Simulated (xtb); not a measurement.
xtb input:

```bash
xtb mol.xyz --gfn 1 --sp --chrg 0 --uhf 0
```
mol.xyz:
```
5

Si    -0.66022217    -0.36529988    -0.01831391
F     -1.33033620     1.07960417    -0.10893525
Cl     1.37319119    -0.14594638     0.07402386
H     -1.00303459    -1.10929614    -1.23886054
H     -1.12507936    -1.01185463     1.21726677
```

Question: Predict the final energy.

Answer: -12.48941 Eh (GFN1-xTB).
